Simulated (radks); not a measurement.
Species: Pd2+. Configuration: [Kr] 4d8 (the NIST ground configuration). Method: scalar-relativistic Kohn-Sham, Slater X-alpha with alpha = 0.667, spin-polarised, spherical densities, point nucleus; open shells are filled with parallel spins first (spin-orbit coupling, left out, can overturn this in heavy ions); computed with a radial shooting solver on a logarithmic mesh with Libxc functionals.

Unscreened Slater integrals over Kohn-Sham orbitals (hartree). They are taken over the spin-up orbitals.

\begin{tabular}{lr}
integral & value \\ \hline
F0(4d,4d) & 0.65903 \\
F2(4d,4d) & 0.32637 \\
F4(4d,4d) & 0.21253 \\
F0(4d,4p) & 0.74447 \\
F2(4d,4p) & 0.36333 \\
G1(4d,4p) & 0.45570 \\
G3(4d,4p) & 0.27758 \\
F0(4d,4s) & 0.76828 \\
G2(4d,4s) & 0.33243 \\
F0(4p,4p) & 0.87080 \\
F2(4p,4p) & 0.45552 \\
F0(4p,4s) & 0.90921 \\
G1(4p,4s) & 0.61578 \\
F0(4s,4s) & 0.95375 \\
\end{tabular}

Derived for the open shells (J is the average intra-shell exchange parameter used in DFT+U). 4d: Racah B = F2/49 - 5 F4/441 = 0.004251 hartree, C = 35 F4/441 = 0.01687 hartree, C/B = 3.97, F4/F2 = 0.651, J = (F2 + F4)/14 = 0.03849 hartree.
